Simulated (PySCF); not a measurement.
C$_{2}$H$_{7}$AlB (calculated)

All values are calculated (PySCF 2.14.0). Calculation on a computer-drawn molecule: the log of a Hartree-Fock and frozen-core CCSD(T) single point meant for a local Hartree-Fock minimum, with one planted fault or none, to be diagnosed. Offsets are logged minus clean, where the clean run is the same molecule without the fault. The reference is restricted for singlets and unrestricted otherwise, and also for a bond in bohr or an excited solution. Adding or removing an electron swaps singlet and doublet. The excited solution moves the top pair (singlet) or top alpha electron (doublet) to the lowest empty orbital. Highest occupied and lowest empty are orbital energies over both spins, largest force is the largest gradient component, triples share is (T) over the correlation energy, the T1 limit is 0.02 restricted and 0.045 unrestricted, electrons count all cores, a negative frequency is imaginary (commonest isotopes), and the dipole is about the centre of nuclear charge.

```yaml
- formula: C2H7AlB
  logged_structure:
    atoms_angstrom:
      - [C, 0.9546, 1.8698, 0.2286]
      - [B, 0.4939, 0.9172, -0.9205]
      - [C, 0.6883, -0.6708, -0.8599]
      - [Al, -0.9046, -1.6697, -0.5512]
      - [H, 1.1899, 1.3846, 1.1779]
      - [H, 0.2473, 2.6857, 0.3979]
      - [H, 1.8767, 2.3536, -0.1266]
      - [H, -0.0214, 1.3509, -1.9144]
      - [H, 1.0116, -1.0507, -1.8421]
      - [H, 1.4072, -0.9984, -0.0982]
      - [H, -2.1751, -2.5188, -0.316]
  given:
    meant_charge: 1
    meant_multiplicity: 1
    meant_basis: "cc-pV(D+d)Z"
    logged_electrons: 37
    logged_basis_functions: 100
    logged_SCF_converged: "yes"
    logged_spin_squared: 0.7764
    "logged_highest_occupied [eV]": -5.3048
    "logged_lowest_empty [eV]": 1.0595
    "logged_largest_force [hartree/bohr]": 0.027888
    logged_T1_diagnostic: 0.016571
    logged_D1_diagnostic: 0.072714
    logged_triples_share: 0.029581
    logged_CC_converged: "yes"
    "logged_dipole_magnitude [debye]": 1.1549
    logged_SCF_stable_within_its_kind: "yes"
    "logged_energy_HF [hartree]": -346.33798
    "logged_energy_CCSD(T) [hartree]": -346.83479
    possible_faults: "no fault, one electron removed, one electron added, multiplicity raised by two, geometry at a saddle point, SCF held on an excited solution, minimal basis STO-3G, one bond length entered in bohr, all coordinates scaled"
    drawn_bonds_atom: [1, 2, 3, 1, 1, 1, 2, 3, 3, 4]
    drawn_bonds_other_atom: [2, 3, 4, 5, 6, 7, 8, 9, 10, 11]
    drawn_bonds_order: [1, 1, 1, 1, 1, 1, 1, 1, 1, 1]
  results:
    planted_fault: "one electron added"
    "HF_energy_offset_from_clean_run [kcal/mol]": -110.5
    "CCSD(T)_energy_offset_from_clean_run [kcal/mol]": -120.4
```
